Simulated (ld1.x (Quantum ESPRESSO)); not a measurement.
**Pseudopotential generation for Rb (Z = 37): TM, BLYP, scalar-relativistic.**

Input for ld1.x (Quantum ESPRESSO) 7.5:

```
&input
   title='Rb', zed=37., rel=1, dft='BLYP', iswitch=3,
   config='[Kr] 4d-2 5s1 5p0',
   nld=3, rlderiv=2.30, eminld=-4.0, emaxld=5.0, deld=0.02
 /
 &inputp
   pseudotype=2, tm=.true., lloc=0,
   nlcc=.false.,
   file_pseudopw='Rb.UPF', file_wfcaegen='ae.wfc', file_wfcncgen='nc.wfc', file_beta='beta', file_chi='chi'
 /
3
4P  2  1   6.00   0.00  2.00  2.00  0.0
4D  3  2  -2.00   0.50  2.10  2.10  0.0
4S  1  0   2.00   0.00  1.90  1.90  0.0
 &test
   configts(1)='4s2 4p6 5s1 5p0'
 /
```

Command:

```bash
ld1.x < Rb.in > Rb.out
```

Resulting log (shortened: banner, matrices, multipoles, cross overlaps and the repeated all-electron block are left out):

```
Program LD1 v.7.5
     --------------------------- All-electron run ----------------------------

     Rb
     scalar relativistic calculation

     atomic number is 37.00
     dft =BLYP   lsd =0 sic =0 latt =0  beta=0.20 tr2=1.0E-14
     Exchange-correlation= BLYP
                           (   1   3   1   3   0   0   0)
     mesh =1219 r(mesh) = 100.89517 a.u. xmin = -7.00 dx = 0.01250
     1 Ry =  13.60569312 eV, c = 137.03599908

     n l     nl                  e(Ry)          e(Ha)          e(eV)
     1 0     1S 1( 2.00)     -1105.1983      -552.5992    -15036.9890
     2 0     2S 1( 2.00)      -147.6189       -73.8095     -2008.4578
     2 1     2P 1( 6.00)      -130.8816       -65.4408     -1780.7355
     3 0     3S 1( 2.00)       -21.8693       -10.9347      -297.5475
     3 1     3P 1( 6.00)       -16.5039        -8.2519      -224.5468
     4 0     4S 1( 2.00)        -2.3270        -1.1635       -31.6605
     4 1     4P 1( 6.00)        -1.1543        -0.5772       -15.7052
     3 2     3D 1(10.00)        -7.6258        -3.8129      -103.7540
     5 0     5S 1( 1.00)        -0.1592        -0.0796        -2.1666
     5 1     5P 1( 0.00)        -0.0472        -0.0236        -0.6428

     final scf error:  7.3E-15 reached in  31 iterations

     Etot =   -5963.330171 Ry,   -2981.665085 Ha,  -81135.240294 eV

     Ekin =    6107.729843 Ry,    3053.864922 Ha,   83099.897926 eV
     Encl =  -14370.739303 Ry,   -7185.369651 Ha, -195523.868905 eV
     Eh   =    2501.942056 Ry,    1250.971028 Ha,   34040.655824 eV
     Exc  =    -202.262767 Ry,    -101.131383 Ha,   -2751.925138 eV

     normalization and overlap integrals

     s(1S/1S) =  1.000000  <r> =   0.0403  <r2> =    0.0022  r(max) =   0.0264
     s(2S/2S) =  1.000000  <r> =   0.1779  <r2> =    0.0373  r(max) =   0.1498
     s(2P/2P) =  1.000000  <r> =   0.1551  <r2> =    0.0294  r(max) =   0.1196
     s(3S/3S) =  1.000000  <r> =   0.5108  <r2> =    0.2997  r(max) =   0.4500
     s(3P/3P) =  1.000000  <r> =   0.5189  <r2> =    0.3148  r(max) =   0.4444
     s(4S/4S) =  1.000000  <r> =   1.4536  <r2> =    2.4134  r(max) =   1.2543
     s(4P/4P) =  1.000000  <r> =   1.7308  <r2> =    3.4893  r(max) =   1.4213
     s(3D/3D) =  1.000000  <r> =   0.5255  <r2> =    0.3385  r(max) =   0.3922
     s(5S/5S) =  1.000000  <r> =   5.1649  <r2> =   30.8158  r(max) =   4.2168
     s(5P/5P) =  1.000000  <r> =   7.8923  <r2> =   73.0827  r(max) =   6.2908

     ------------------------ End of All-electron run ------------------------

     --------------------- Generating NC pseudopotential ---------------------

      Generating local pot.: lloc=0, matching radius rcloc =   1.9000

      Wfc   4P  rcut= 1.992  Using Troullier-Martins method

      Wfc   4D  rcut= 2.094  Using Troullier-Martins method

     ------------------- End of pseudopotential generation -------------------

     Computing logarithmic derivative in   2.29987
     Message from routine run_pseudo:
     Warning: convergence not achieved
     Computing logarithmic derivative in   2.29987
     Computing the partial wave expansion
       no projector for channel:   0
     R is outside the sphere for l=    1 j= 0.00
     R is outside the sphere for l=    2 j= 0.00

     ---------------------- Testing the pseudopotential ----------------------

     Rb
     scalar relativistic calculation

     atomic number is 37.00   valence charge is  9.00
     dft =BLYP   lsd =0 sic =0 latt =0  beta=0.20 tr2=1.0E-14
     mesh =1219 r(mesh) = 100.89517 xmin = -7.00 dx = 0.01250

     n l     nl             e AE (Ry)        e PS (Ry)    De AE-PS (Ry)
     1 0     4S   1( 2.00)       -2.32700       -2.32701        0.00000
     2 1     4P   1( 6.00)       -1.15431       -1.15432        0.00000
     2 0     5S   1( 1.00)       -0.15924       -0.16607        0.00683  !
     3 1     5P   1( 0.00)       -0.04725       -0.04836        0.00112

     eps = 1.4E-10  iter =201

     Etot =   -5963.330171 Ry,   -2981.665085 Ha,  -81135.240294 eV
     Etotps =   -48.360534 Ry,     -24.180267 Ha,    -657.978581 eV

     Ekin =      13.892651 Ry,       6.946326 Ha,     189.019149 eV
     Encl =     -93.204351 Ry,     -46.602175 Ha,   -1268.109797 eV
     Ehrt =      38.734044 Ry,      19.367022 Ha,     527.003513 eV
     Ecxc =      -7.203144 Ry,      -3.601572 Ha,     -98.003767 eV
     Epseu=      -0.579734 Ry,      -0.289867 Ha,      -7.887679 eV

     ---------------------- End of pseudopotential test ----------------------
```

Generation and configuration tests took about 3.3 s on one core of a shared server CPU.

Transferability test of the new file with ld1.x, input:

```
&input
   title='Rb', zed=37., rel=1, dft='BLYP', iswitch=2,
   config='[Kr] 4d-2 5s1 5p0'
 /
 &test
   file_pseudo='Rb.UPF', nconf=6,
   configts(1)='4s2 4p6 5s1 5p0',
   configts(2)='4s2 4p6 5s0 5p0',
   configts(3)='4s2 4p6 5s0.5 5p0',
   configts(4)='4s2 4p6 5s0 5p1',
   configts(5)='4s1 4p6 5s1 5p0',
   configts(6)='4s2 4p5 5s1 5p0'
 /
```

```bash
ld1.x < Rb.test.in > Rb.test.out
```

Pseudopotential blocks of its output, shortened (energy terms left out; the distinct warnings before each block abridged to one line each):

```
     Warning: convergence not achieved
     ---------------------- Testing the pseudopotential ----------------------

     n l     nl             e AE (Ry)        e PS (Ry)    De AE-PS (Ry)
     1 0     4S   1( 2.00)       -2.32700       -2.32701        0.00000
     2 1     4P   1( 6.00)       -1.15431       -1.15432        0.00000
     2 0     5S   1( 1.00)       -0.15924       -0.16607        0.00683  !
     3 1     5P   1( 0.00)       -0.04725       -0.04836        0.00112

     eps = 3.6E-11  iter =201

     Etot =   -5963.330171 Ry,   -2981.665085 Ha,  -81135.240294 eV
     Etotps =   -48.360534 Ry,     -24.180267 Ha,    -657.978581 eV

     ---------------------- End of pseudopotential test ----------------------

          Warning: convergence not achieved
     ---------------------- Testing the pseudopotential ----------------------

     n l     nl             e AE (Ry)        e PS (Ry)    De AE-PS (Ry)
     1 0     4S   1( 2.00)       -2.75516       -2.76720        0.01204  !
     2 1     4P   1( 6.00)       -1.57843       -1.58978        0.01135  !
     2 0     5S   1( 0.00)       -0.46008       -0.47804        0.01796  !
     3 1     5P   1( 0.00)       -0.27940       -0.28810        0.00870  !

     eps = 1.3E-10  iter =201

     Etot =   -5963.021898 Ry,   -2981.510949 Ha,  -81131.046027 eV
     Etotps =   -48.040719 Ry,     -24.020359 Ha,    -653.627277 eV
     dEtot_ae =       0.308273 Ry
     dEtot_ps =       0.319815 Ry,   Delta E=      -0.011542 Ry

     ---------------------- End of pseudopotential test ----------------------

          Warning: convergence not achieved
     ---------------------- Testing the pseudopotential ----------------------

     n l     nl             e AE (Ry)        e PS (Ry)    De AE-PS (Ry)
     1 0     4S   1( 2.00)       -2.52637       -2.53168        0.00530  !
     2 1     4P   1( 6.00)       -1.35221       -1.35725        0.00504  !
     2 0     5S   1( 0.50)       -0.30660       -0.31783        0.01123  !
     3 1     5P   1( 0.00)       -0.16427       -0.16793        0.00366

     eps = 2.9E-10  iter =201

     Etot =   -5963.214391 Ry,   -2981.607195 Ha,  -81133.665024 eV
     Etotps =   -48.240286 Ry,     -24.120143 Ha,    -656.342521 eV
     dEtot_ae =       0.115780 Ry
     dEtot_ps =       0.120248 Ry,   Delta E=      -0.004468 Ry

     ---------------------- End of pseudopotential test ----------------------

          Warning: convergence not achieved
     ---------------------- Testing the pseudopotential ----------------------

     n l     nl             e AE (Ry)        e PS (Ry)    De AE-PS (Ry)
     1 0     4S   1( 2.00)       -2.43387       -2.43924        0.00537  !
     2 1     4P   1( 6.00)       -1.25900       -1.26399        0.00499
     2 0     5S   1( 0.00)       -0.21364       -0.22386        0.01022  !
     3 1     5P   1( 1.00)       -0.08764       -0.09050        0.00286

     eps = 2.9E-10  iter =201

     Etot =   -5963.211034 Ry,   -2981.605517 Ha,  -81133.619350 eV
     Etotps =   -48.234908 Ry,     -24.117454 Ha,    -656.269359 eV
     dEtot_ae =       0.119137 Ry
     dEtot_ps =       0.125626 Ry,   Delta E=      -0.006488 Ry

     ---------------------- End of pseudopotential test ----------------------

          Warning: convergence not achieved
     ---------------------- Testing the pseudopotential ----------------------

     n l     nl             e AE (Ry)        e PS (Ry)    De AE-PS (Ry)
     1 0     4S   1( 1.00)       -3.21074       -3.19572       -0.01502  !
     2 1     4P   1( 6.00)       -1.98395       -1.97090       -0.01305  !
     2 0     5S   1( 1.00)       -0.59856       -0.61774        0.01918  !
     3 1     5P   1( 0.00)       -0.38816       -0.39659        0.00843  !

     eps = 3.5E-11  iter =201

     Etot =   -5960.572177 Ry,   -2980.286089 Ha,  -81097.715880 eV
     Etotps =   -45.609102 Ry,     -22.804551 Ha,    -620.543446 eV
     dEtot_ae =       2.757994 Ry
     dEtot_ps =       2.751432 Ry,   Delta E=       0.006562 Ry

     ---------------------- End of pseudopotential test ----------------------

          Warning: convergence not achieved
     ---------------------- Testing the pseudopotential ----------------------

     n l     nl             e AE (Ry)        e PS (Ry)    De AE-PS (Ry)
     1 0     4S   1( 2.00)       -3.15628       -3.14339       -0.01289  !
     2 1     4P   1( 5.00)       -1.93962       -1.92843       -0.01120  !
     2 0     5S   1( 1.00)       -0.59328       -0.61139        0.01812  !
     3 1     5P   1( 0.00)       -0.38532       -0.39292        0.00759  !

     eps = 9.6E-12  iter =201

     Etot =   -5961.793906 Ry,   -2980.896953 Ha,  -81114.338351 eV
     Etotps =   -46.829057 Ry,     -23.414528 Ha,    -637.141776 eV
     dEtot_ae =       1.536264 Ry
     dEtot_ps =       1.531477 Ry,   Delta E=       0.004787 Ry

     ---------------------- End of pseudopotential test ----------------------
```
